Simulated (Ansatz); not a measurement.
`CN(C)c1ccc(-c2ccc(-c3ccc(C#N)cc3)cc2)cc1` with charge -1. Total charge -1; doublet. Geometry PBE-D4/def2-SVP, that of the neutral singlet; atoms count from 1.

Cartesian coordinates in Å:
```
C -3.351 -1.752 -5.471
N -3.419 -0.551 -4.663
C -4.317 0.523 -5.034
C -2.607 -0.419 -3.552
C -2.655 0.742 -2.729
C -1.829 0.865 -1.612
C -0.916 -0.146 -1.235
C -0.048 -0.006 -0.048
C 0.396 1.263 0.398
C 1.221 1.395 1.518
C 1.643 0.265 2.257
C 2.517 0.404 3.442
C 2.420 -0.494 4.533
C 3.243 -0.370 5.653
C 4.200 0.670 5.720
C 5.048 0.803 6.867
N 5.743 0.911 7.809
C 4.308 1.577 4.639
C 3.479 1.440 3.525
C 1.199 -1.003 1.816
C 0.378 -1.134 0.694
C -0.874 -1.297 -2.054
C -1.685 -1.438 -3.180
H -4.088 -1.685 -6.292
H -3.585 -2.667 -4.880
H -2.345 -1.898 -5.929
H -4.865 0.243 -5.952
H -5.071 0.735 -4.241
H -3.773 1.474 -5.239
H -3.356 1.555 -2.956
H -1.923 1.769 -0.991
H 0.103 2.165 -0.159
H 1.528 2.401 1.840
H 1.663 -1.292 4.510
H 3.146 -1.072 6.494
H 5.057 2.381 4.681
H 3.597 2.137 2.682
H 1.522 -1.908 2.352
H 0.041 -2.137 0.393
H -0.158 -2.100 -1.823
H -1.589 -2.349 -3.785
```

Single mean-field runs in def2-TZVP are fitted with def2-universal-jkfit. The highest occupied level of the charge -1 doublet lies above zero (up to 0.48 eV). By energy differences its removal costs 0.75 eV (vertical, to the charge 0 singlet, at PBE0-D4/def2-TZVP); self-interaction error and the lack of diffuse functions both raise the level.

Q: Estimate the Mulliken populations of the heavy atoms from the PBE0/def2-TZVP orbitals of Ansatz.

A: 
| atom | charge (e) | spin (α − β) |
| --- | --- | --- |
| C1 | -0.33 | 0.00 |
| N2 | -0.02 | 0.01 |
| C3 | -0.33 | 0.00 |
| C4 | 0.22 | 0.07 |
| C5 | -0.25 | -0.04 |
| C6 | -0.23 | 0.06 |
| C7 | 0.12 | -0.03 |
| C8 | 0.15 | 0.16 |
| C9 | -0.22 | -0.02 |
| C10 | -0.23 | 0.08 |
| C11 | 0.15 | 0.05 |
| C12 | 0.13 | 0.16 |
| C13 | -0.21 | 0.04 |
| C14 | -0.25 | 0.04 |
| C15 | 0.27 | 0.19 |
| C16 | -0.30 | -0.04 |
| N17 | -0.11 | 0.13 |
| C18 | -0.25 | 0.04 |
| C19 | -0.21 | 0.04 |
| C20 | -0.23 | 0.08 |
| C21 | -0.22 | -0.02 |
| C22 | -0.23 | 0.06 |
| C23 | -0.25 | -0.04 |
Mulliken values and Mayer orders depend strongly on the basis.

Q: Where does the spin sit?

A: Summed by element: C 0.88, N 0.14, H -0.01, of 1 unpaired in all. Largest on single atoms: C15 0.19, C12 0.16, C8 0.16.

Q: And the Mayer bond orders between bonded heavy atoms (over 0.3)?

A: C1–N2 0.99 (1.45 Å); N2–C3 0.99 (1.45 Å); N2–C4 1.19 (1.38 Å); C4–C5 1.29 (1.42 Å); C4–C23 1.29 (1.42 Å); C5–C6 1.50 (1.39 Å); C6–C7 1.36 (1.41 Å); C7–C8 0.94 (1.48 Å); C7–C22 1.36 (1.41 Å); C8–C9 1.30 (1.42 Å); C8–C21 1.30 (1.42 Å); C9–C10 1.52 (1.40 Å); C10–C11 1.30 (1.41 Å); C11–C12 1.02 (1.48 Å); C11–C20 1.30 (1.41 Å); C12–C13 1.26 (1.42 Å); C12–C19 1.26 (1.42 Å); C13–C14 1.56 (1.40 Å); C14–C15 1.23 (1.42 Å); C15–C16 0.97 (1.43 Å); C15–C18 1.23 (1.42 Å); C16–N17 3.08 (1.17 Å); C18–C19 1.56 (1.40 Å); C20–C21 1.52 (1.40 Å); C22–C23 1.50 (1.39 Å).
